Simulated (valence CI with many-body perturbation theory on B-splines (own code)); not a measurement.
Ladder of approximations for Nb XI

Computed by configuration interaction combined with many-body perturbation theory (CI+MBPT): three valence electrons over a frozen Dirac-Fock core [Ar] 3d10, radial functions for each j: 11 s, 11 p, 9 d, 7 f, 5 g, 2 h, 1 i, with the one-electron correlation potential Σ1 (screened to all orders), the two-electron term Σ2, the three-electron term Σ3, Breit, model QED; selected single and double excitations, second order for the rest, scaled by the run's own slope (own B-spline code, finite nucleus).

No measured spectrum was set against this ion. As an estimate, levels hold to about 250 cm⁻¹ or 0.2 % of their energy and the worst to 1 %, as in measured heavy ions of charge 2 to 7; those with d or f electrons hold less well.

Each rung adds one term. CI alone is the Dirac-Coulomb CI over the frozen core; QED comes last and gives the full result, which names the levels. Energies are above 4s2.4p 2P°_1/2 on the same rung, in eV.

Names give the largest LS component (configuration and term), which can be under half, so a name can repeat, a term be missing and a line seem to break the LS rules; names also repeat where a configuration has a term twice. Letters in brackets count levels of one name in rising energy.

```
           Level  CI alone       Σ1       Σ2       Σ3    Breit      QED    Full
  4s2.4p 2P°_3/2     2.941  +0.0549  +0.0141  +0.0004  -0.0502  +0.0061   2.966
   4s.4p2 4P_1/2    22.174  +0.1192  +0.3276  +0.0053  +0.0229  -0.0700  22.579
   4s.4p2 4P_3/2    23.542  +0.1496  +0.3503  +0.0060  -0.0062  -0.0664  23.975
   4s.4p2 4P_5/2    24.919  +0.1699  +0.3361  +0.0058  -0.0262  -0.0642  25.340
   4s.4p2 2D_3/2    29.677  +0.1785  +0.0964  +0.0015  -0.0204  -0.0620  29.871
   4s.4p2 2D_5/2    30.279  +0.1974  +0.1326  +0.0022  -0.0424  -0.0596  30.509
   4s.4p2 2S_1/2    34.409  +0.1760  -0.3869  -0.0082  +0.0037  -0.0682  34.126
   4s.4p2 2P_1/2    37.468  +0.2216  -0.4560  -0.0077  -0.0415  -0.0627  37.122
   4s.4p2 2P_3/2    38.437  +0.2289  -0.6657  -0.0058  -0.0439  -0.0628  37.888
   4s2.4d 2D_3/2    48.636  +0.2715  -0.4322  -0.0021  -0.0942  -0.0025  48.376
   4s2.4d 2D_5/2    49.071  +0.2814  -0.4264  -0.0018  -0.1122  -0.0009  48.811
 4p3 4S°_3/2 [a]    56.509  +0.2925  -0.1322  +0.0030  +0.0211  -0.1351  56.558
 4p3 4S°_3/2 [b]    57.847  +0.3299  -0.1104  +0.0049  -0.0165  -0.1295  57.925
     4p3 2D°_5/2    57.870  +0.3327  +0.1233  +0.0059  -0.0262  -0.1242  58.182
     4p3 2P°_1/2    62.487  +0.3454  -0.2143  -0.0027  -0.0193  -0.1280  62.468
     4p3 2P°_3/2    63.689  +0.3809  -0.1420  -0.0008  -0.0574  -0.1217  63.748
4s.4p.4d 4F°_3/2    65.985  +0.3510  +0.3470  +0.0118  -0.0559  -0.0716  66.567
4s.4p.4d 4F°_5/2    66.611  +0.3621  +0.3430  +0.0118  -0.0700  -0.0701  67.188
4s.4p.4d 4F°_7/2    67.574  +0.3805  +0.3433  +0.0119  -0.0918  -0.0678  68.150
```

The middle columns are the shifts that each term adds.

How does the ionisation energy move along the ladder, and which term matters most?

CI alone 200.07, + Σ1 201.18, + Σ2 200.97, + Σ3 200.95, + Breit 200.82, + QED 200.83 eV. The largest step is Σ1, 1.10 eV. NIST lists 200.28 ± 0.06 eV (semi-empirical).
